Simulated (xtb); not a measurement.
CrFO2 (SMILES [O]=[Cr](=[O])[F]), doublet, from a rough starting geometry (GFN-xTB shapes and energies of metal compounds can be far from the true ones) (the multiplicity is a formal guess); GFN2-xTB run with xtb.

The xtb input:
```
$ xtb mol.xyz --gfn 2 --uhf 1 --opt vtight --json

# file mol.xyz
4

Cr     0.06516154     0.02717712    -0.03292337
O      1.41119399    -0.31306974    -0.40917031
O     -0.41633037    -0.67970448     1.32670552
F     -1.00266564     0.90757582    -0.92098892
```

Output, abridged:

```
   ID    Z sym.   atoms
    1   24 Cr     1
    2    8 O      2, 3
    3    9 F      4

           -------------------------------------------------
          |                Calculation Setup                |
           -------------------------------------------------

           -------------------------------------------------
          |                 G F N 2 - x T B                 |
           -------------------------------------------------

          ...................................................
          :                      SETUP                      :
          :.................................................:
          :  # basis functions                  22          :
          :  # atomic orbitals                  21          :
          :  # shells                            9          :
          :  # electrons                        25          :
          :  max. iterations                   250          :
          :  Hamiltonian                  GFN2-xTB          :
          :  restarted?                      false          :
          :  GBSA solvation                  false          :
          :  PC potential                    false          :
          :  electronic temp.          300.0000000     K    :
          :  accuracy                    1.0000000          :
          :  -> integral cutoff          0.2500000E+02      :
          :  -> integral neglect         0.1000000E-07      :
          :  -> SCF convergence          0.1000000E-05 Eh   :
          :  -> wf. convergence          0.1000000E-03 e    :
          :  Broyden damping             0.4000000          :
          :  net charge                          0          :
          :  unpaired electrons                  1          :
          ...................................................

 iter      E             dE          RMSdq      gap      omega  full diag
   1    -10.9277779 -0.109278E+02  0.267E+01    0.90       0.0  T
   2    -11.3364879 -0.408710E+00  0.342E+01    1.84       1.0  T
   3    -13.0071399 -0.167065E+01  0.199E+01    1.09       1.0  T
   4    -14.7635077 -0.175637E+01  0.119E+01    1.41       1.0  T
   5    -14.2823516  0.481156E+00  0.121E+01    1.33       1.0  T
   6    -13.3282297  0.954122E+00  0.286E+01    0.83       1.0  T
   7    -13.0643670  0.263863E+00  0.284E+01    0.79       1.0  T
   8    -13.8798123 -0.815445E+00  0.240E+01    1.33       1.0  T
   9    -14.3339666 -0.454154E+00  0.182E+01    1.83       1.0  T
  10    -14.4054809 -0.715143E-01  0.187E+01    1.90       1.0  T
  11    -14.5789427 -0.173462E+00  0.134E+01    1.20       1.0  T
  12    -14.8443826 -0.265440E+00  0.905E+00    1.55       1.0  T
  13    -14.9239991 -0.796165E-01  0.680E+00    1.73       1.0  T
  14    -14.9529073 -0.289082E-01  0.646E+00    1.79       1.0  T
  15    -14.9603777 -0.747033E-02  0.327E+00    1.93       1.0  T
  16    -14.9617965 -0.141888E-02  0.255E+00    1.97       1.0  T
  17    -14.9750412 -0.132447E-01  0.484E-01    2.14       1.0  T
  18    -14.9757058 -0.664551E-03  0.132E-01    2.13       1.0  T
  19    -14.9737355  0.197029E-02  0.104E+00    2.16       1.0  T
  20    -14.9750677 -0.133220E-02  0.611E-01    2.10       1.0  T
  21    -14.9756581 -0.590430E-03  0.417E-01    2.11       1.0  T
  22    -14.9757179 -0.597437E-04  0.214E-01    2.12       1.0  T
  23    -14.9757125  0.538143E-05  0.137E-01    2.12       1.0  T
  24    -14.9757091  0.340783E-05  0.112E-01    2.12       1.0  T
  25    -14.9757158 -0.671644E-05  0.729E-02    2.12       1.0  T
  26    -14.9757285 -0.127314E-04  0.187E-02    2.13       2.7  T
  27    -14.9757300 -0.146768E-05  0.921E-03    2.13       5.4  T
  28    -14.9757300 -0.292610E-07  0.815E-03    2.13       6.1  T
  29    -14.9757300 -0.176873E-08  0.313E-03    2.13      16.0  T
  30    -14.9757300  0.449401E-10  0.152E-03    2.13      32.9  T
  31    -14.9757300 -0.267106E-08  0.174E-04    2.13     287.2  T
  32    -14.9757300 -0.183764E-10  0.120E-04    2.13     417.3  T

   *** convergence criteria satisfied after 32 iterations ***

         :::::::::::::::::::::::::::::::::::::::::::::::::::::
         ::                     SUMMARY                     ::
         :::::::::::::::::::::::::::::::::::::::::::::::::::::
         :: total energy             -14.884634661205 Eh    ::
         :: gradient norm              0.204322411682 Eh/a0 ::
         :: HOMO-LUMO gap              2.126590502717 eV    ::
         ::.................................................::
         :: SCC energy               -14.975729955620 Eh    ::
         :: -> isotropic ES            0.073444076742 Eh    ::
         :: -> anisotropic ES          0.003759559431 Eh    ::
         :: -> anisotropic XC          0.002008181062 Eh    ::
         :: -> dispersion             -0.001567606021 Eh    ::
         :: repulsion energy           0.091095294414 Eh    ::
         :: add. restraining           0.000000000000 Eh    ::
         :: total charge               0.000000000000 e     ::
         :::::::::::::::::::::::::::::::::::::::::::::::::::::

      -----------------------------------------------------------
     |                   =====================                   |
     |                        A N C O P T                        |
     |                   =====================                   |
     |               Approximate Normal Coordinate               |
     |                Rational Function Optimizer                |
      -----------------------------------------------------------
      -----------------------------------------------------------
     |                   =====================                   |
     |                        A N C O P T                        |
     |                   =====================                   |
     |               Approximate Normal Coordinate               |
     |                Rational Function Optimizer                |
[...]
 * total energy  :   -14.8846347 Eh     change       -0.4476419E-12 Eh
 * total energy  :   -14.8955059 Eh     change       -0.1087122E-01 Eh
 * total energy  :   -14.8975802 Eh     change       -0.2074280E-02 Eh
 * total energy  :   -14.8981013 Eh     change       -0.5211715E-03 Eh
 * total energy  :   -14.8987351 Eh     change       -0.6337614E-03 Eh
 * total energy  :   -14.8987797 Eh     change       -0.4460474E-04 Eh
 * total energy  :   -14.8988646 Eh     change       -0.8485433E-04 Eh
 * total energy  :   -14.8988743 Eh     change       -0.9708324E-05 Eh
 * total energy  :   -14.8988817 Eh     change       -0.7436629E-05 Eh
 * total energy  :   -14.8988820 Eh     change       -0.3481757E-06 Eh
 * total energy  :   -14.8988822 Eh     change       -0.1078991E-06 Eh
 * total energy  :   -14.8988822 Eh     change       -0.6588168E-07 Eh
   *** GEOMETRY OPTIMIZATION CONVERGED AFTER 12 ITERATIONS ***
[...]
          :  electronic temp.          300.0000000     K    :
          :  accuracy                    1.0000000          :
          :  -> integral cutoff          0.2500000E+02      :
          :  -> integral neglect         0.1000000E-07      :
          :  -> SCF convergence          0.1000000E-05 Eh   :
          :  -> wf. convergence          0.1000000E-03 e    :
          :  Broyden damping             0.4000000          :
          :  net charge                          0          :
          :  unpaired electrons                  1          :
          ...................................................

 iter      E             dE          RMSdq      gap      omega  full diag
   1    -14.9691977 -0.149692E+02  0.118E-05    2.15       0.0  T
   2    -14.9691977  0.274269E-11  0.241E-05    2.15    2071.8  T
   3    -14.9691977 -0.246558E-11  0.118E-05    2.15    4223.0  T

   *** convergence criteria satisfied after 3 iterations ***

         :::::::::::::::::::::::::::::::::::::::::::::::::::::
         ::                     SUMMARY                     ::
         :::::::::::::::::::::::::::::::::::::::::::::::::::::
         :: total energy             -14.898882218804 Eh    ::
         :: gradient norm              0.000048652852 Eh/a0 ::
         :: HOMO-LUMO gap              2.145510191919 eV    ::
         ::.................................................::
         :: SCC energy               -14.969197652015 Eh    ::
         :: -> isotropic ES            0.074003398504 Eh    ::
         :: -> anisotropic ES          0.003747553661 Eh    ::
         :: -> anisotropic XC          0.002097067338 Eh    ::
         :: -> dispersion             -0.001564636073 Eh    ::
         :: repulsion energy           0.070315433211 Eh    ::
         :: add. restraining           0.000000000000 Eh    ::
         :: total charge              -0.000000000000 e     ::
         :::::::::::::::::::::::::::::::::::::::::::::::::::::

           -------------------------------------------------
          |                Property Printout                |
           -------------------------------------------------

    * Orbital Energies and Occupations

         #    Occupation            Energy/Eh            Energy/eV
      -------------------------------------------------------------
         1        2.0000           -0.9038977             -24.5963
         2        2.0000           -0.7443251             -20.2541
         3        2.0000           -0.7146276             -19.4460
         4        2.0000           -0.5868924             -15.9702
         5        2.0000           -0.5856041             -15.9351
         6        2.0000           -0.5813534             -15.8194
         7        2.0000           -0.5561907             -15.1347
         8        2.0000           -0.5523391             -15.0299
         9        2.0000           -0.5467508             -14.8778
        10        2.0000           -0.5301153             -14.4252
        11        2.0000           -0.5197351             -14.1427
        12        1.9862           -0.5060580             -13.7705
        13        1.0138           -0.4979449             -13.5498 (HOMO)
        14                         -0.4190989             -11.4043 (LUMO)
        15                         -0.3734923             -10.1632
        16                         -0.2756675              -7.5013
        17                         -0.2349260              -6.3927
        18                          0.0226909               0.6175
        19                          0.3422666               9.3135
        20                          0.5828870              15.8612
        21                          0.6860921              18.6695
      -------------------------------------------------------------
                  HL-Gap            0.0788460 Eh            2.1455 eV
             Fermi-level           -0.4802617 Eh          -13.0686 eV

     #   Z          covCN         q      C6AA      α(0)
     1  24 Cr       2.161     0.828   150.321    31.718
     2   8 O        0.742    -0.315    20.092     6.007
     3   8 O        0.742    -0.315    20.092     6.007
     4   9 F        0.678    -0.199    11.242     3.958

 Mol. C6AA /au·bohr⁶  :        554.153712
 Mol. C8AA /au·bohr⁸  :      27467.224485
 Mol. α(0) /au        :         47.690260

Wiberg/Mayer (AO) data.
largest (>0.10) Wiberg bond orders for each atom

 ---------------------------------------------------------------------------
     #   Z sym  total        # sym  WBO       # sym  WBO       # sym  WBO
 ---------------------------------------------------------------------------
     1  24 Cr   5.701 --     2 O    2.231     3 O    2.231     4 F    1.238
     2   8 O    2.441 --     1 Cr   2.231     3 O    0.134
     3   8 O    2.441 --     1 Cr   2.231     2 O    0.134
     4   9 F    1.388 --     1 Cr   1.238
 ---------------------------------------------------------------------------

Topologies differ in total number of bonds
Writing topology from bond orders to xtbtopo.mol

molecular dipole:
                 x           y           z       tot (Debye)
 q only:       -0.219       0.202      -0.196
   full:       -0.679       0.624      -0.606       2.805
molecular quadrupole (traceless):
                xx          xy          yy          xz          yz          zz
 q only:       -1.352       1.232       1.861       1.070       2.115      -0.510
  q+dip:       -1.199       1.156       1.595       0.873       1.883      -0.396
   full:       -1.762       1.518       2.403       1.502       2.654      -0.641

optimized geometry written to: xtbopt.xyz

           -------------------------------------------------
          | TOTAL ENERGY              -14.898882218804 Eh   |
          | GRADIENT NORM               0.000048652852 Eh/α |
          | HOMO-LUMO GAP               2.145510191919 eV   |
           -------------------------------------------------

normal termination of xtb
```
